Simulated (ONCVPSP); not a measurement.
## Before and after: ONCV potential for Mn

Mn, optimised norm-conserving Vanderbilt (ONCV), made with ONCVPSP 4.0.1 (LDA (Perdew-Wang 92), scalar-relativistic). Core [Ar], reference 3d6 4s1. Waves: 4s: rc 2.70 bohr, ncon 3, nbas 7, qcut 3 1/bohr, 1 projector; p scattering state at 0.07 Ha: rc 2.10 bohr, ncon 4, nbas 9, qcut 4.6 1/bohr, 2 projectors, debl 3.2 Ha; 3d: rc 1.00 bohr, ncon 4, nbas 8, qcut 11.3 1/bohr, local. Local part: the d channel. Core correction: polynomial model core, fcfact 0.6.

Change: d: ncon 5, nbas 9.

Cutoffs: the cutoffs (Ha) at which the residual kinetic energy of the hardest occupied pseudo-wave falls to 1 and 0.1 mHa per electron; they do not see the model core or the augmentation charge, which bear on the density cutoff. Errors are all-electron minus pseudo energies relative to the spin-unpolarised reference configuration.

What does the change do?

The potential gets harder (85 Ha and 226 Ha → 169 Ha and 288 Ha); both files keep a bound ghost (s); the errors of the 3 common tests hardly move.

| quantity | base | changed |
| --- | --- | --- |
| cutoff, loose | 85 Ha | 169 Ha |
| cutoff, tight | 226 Ha | 288 Ha |
| loose cutoff by channel | s 3.2 Ha, d 85 Ha | s 3.2 Ha, d 169 Ha |
| bound ghosts | s | s |
| GHOST(+) flags under 300 eV | p at 2.3 eV | p at 2.1 eV |
| tests with a reliable result | 3 of 4 | 3 of 4 |
| error for 3d5 4s2, meV [ΔE 0.41 eV] | -98 | -99 |
| error for 3d5 4s1, meV [ΔE 9.05 eV] | -55 | -56 |
| error for 3d5 4s0, meV [ΔE 24.92 eV] | -78 | -77 |
| s: phases at 2.74 bohr within 0.05 rad from the reference energy up to (Ha; the scan ends near 5) | 0.6 | 0.7 |
| p: phases at 2.13 bohr within 0.05 rad from the reference energy up to (Ha; the scan ends near 5) | 0.3 | 0.3 |
| d: phases at 1.01 bohr within 0.05 rad from the reference energy up to (Ha; the scan ends near 5) | 4.1 | 4.6 |
| rms error of d²Exc/dni dnj with the model core, mHa | 3.09 | 3.11 |

 A true bound ghost makes a file unfit for plane-wave use even where its test errors are small: the radial tests pick states by their node count and pass the ghost by.
